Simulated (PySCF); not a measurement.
Match the calculated data to a structure.

All candidates are C5H12O3Si2.

- 1H NMR: chemical shifts (computed TMS as zero) by class: 7.59 (1 H), 4.78 (1 H), 2.46 (1 H), 0.26 (9 H) ppm [GIAO PBE0/pcSseg-1]
- Rotational structure: rotational constants A, B, C: 1.673, 0.618, 0.576 GHz [GFN2-xTB]
- NMR, other nuclei: isotropic shieldings of nuclei other than C and H, by class: 146 (1 O), 251 (1 O), 280 (1 O), 331 (1 Si), 401 (1 Si) ppm [GIAO PBE0/pcSseg-1]
- 13C NMR: chemical shifts (computed TMS as zero) by class: 169.9 (1 C), 108.6 (1 C), 2.8 (3 C) ppm [GIAO PBE0/pcSseg-1]
- Dipole: 0.56 D [PBE0/pcSseg-1]

Gas-phase values; electronic properties from PySCF, density fitting. Levels stand in brackets. The structure is a single GFN2-xTB conformer in the gas phase; no vibrational or solvent corrections. NMR values are class means; diastereotopic atoms form classes of their own.

Question: Which candidate is it?
A. `CC(C)O[Si](O)(O)C#C[SiH3]`
B. `C[Si](C)(C)O[Si@@]1(O)C=CO1`
C. `CC(C)(C=O)[SiH2][SiH2]C(=O)O`
D. `O=CO[C@H]1C[C@@H]([SiH2]O[SiH3])C1`

Answer: B. It is `C[Si](C)(C)O[Si@@]1(O)C=CO1`. Numbering: `[CH3:1][Si:2]([CH3:3])([CH3:4])[O:5][Si@@:6]1([OH:7])[CH:8]=[CH:9][O:10]1`. Its formula, C5H12O3Si2, gives 2 degrees of unsaturation: 1 ring and 1 π bond in the structure found. 5 carbons fall into 3 classes; from least to most shielded: vinylic carbon bearing oxygen [C9] (169.9 ppm), alkene CH carbon [C8] (108.6 ppm), Si-methyl carbon [C1/C3/C4] (2.8 ppm, 3 C). Hydrogen classes from least to most shielded: 1 H on a vinylic carbon bearing oxygen, C9 (7.59 ppm), 1 H on an alkene CH carbon, C8 (4.78 ppm), 1 H on a silanol oxygen, O7 (2.46 ppm), 9 H on 3 Si-methyl carbons, C1/C3/C4 (0.26 ppm, a mean of values up to 0.8 ppm apart in this geometry). The other shieldings belong to: 146 ppm, silyl ether oxygen [O10]; 251 ppm, siloxane oxygen [O5]; 280 ppm, silanol oxygen [O7]; 331 ppm, oxygen-bound silicon [Si2]; 401 ppm, oxygen-bound silicon [Si6]. The optimised geometry has point group C1 and is an asymmetric top.

The others, at the same levels:
- `CC(C)O[Si](O)(O)C#C[SiH3]` fails: it has 4 carbon classes against 3; its computed 13C shifts are 122.3 (1 C), 104.6 (1 C), 69.0 (1 C), 27.8 (2 C) ppm, 1H shifts are 4.48 (1 H), 4.18 (3 H), 2.13 (2 H), 1.34 (6 H) ppm and rotational constant A is 1.219 GHz (against 1.673 GHz).
- `CC(C)(C=O)[SiH2][SiH2]C(=O)O` fails: it has 4 carbon classes against 3; its computed 13C shifts are 223.3 (1 C), 189.0 (1 C), 41.6 (1 C), 24.9 (2 C) ppm, 1H shifts are 9.99 (1 H), 6.76 (1 H), 4.62 (2 H), 4.06 (2 H), 1.45 (6 H) ppm and smallest rotational constant is 0.608 GHz (against 0.576 GHz).
- `O=CO[C@H]1C[C@@H]([SiH2]O[SiH3])C1` fails: it has 4 carbon classes against 3; its computed 13C shifts are 163.6 (1 C), 64.5 (1 C), 31.6 (2 C), 13.2 (1 C) ppm, 1H shifts are 8.04 (1 H), 6.27 (1 H), 5.44 (3 H), 5.02 (2 H), 2.62 (2 H), 2.43 (2 H), 1.29 (1 H) ppm and rotational constant A is 1.517 GHz (against 1.673 GHz).

Each candidate is one conformer, not necessarily the lowest. Dipoles, sizes and rotational constants follow the conformer. The torsions of the flexible species, by atom-mapped SMILES:
- `[CH3:1][Si:2]([CH3:3])([CH3:4])[O:5][Si@@:6]1([OH:7])[CH:8]=[CH:9][O:10]1`: C1–Si2–O5–Si6 64°, Si2–O5–Si6–O7 57°, H–O7–Si6–O5 -163°
- `[CH3:1][CH:2]([CH3:3])[O:4][Si:5]([OH:6])([OH:7])[C:8]#[C:9][SiH3:10]`: C1–C2–O4–Si5 69°, C2–O4–Si5–O6 165°, H–O6–Si5–O4 42°, H–O7–Si5–O4 160°
- `[O:1]=[CH:2][O:3][C@H:4]1[CH2:5][C@@H:6]([SiH2:7][O:8][SiH3:9])[CH2:10]1`: O1–C2–O3–C4 0°, C2–O3–C4–C5 138°, C5–C6–Si7–O8 53°

The conformers of `CC(C)(C=O)[SiH2][SiH2]C(=O)O` aren't listed.
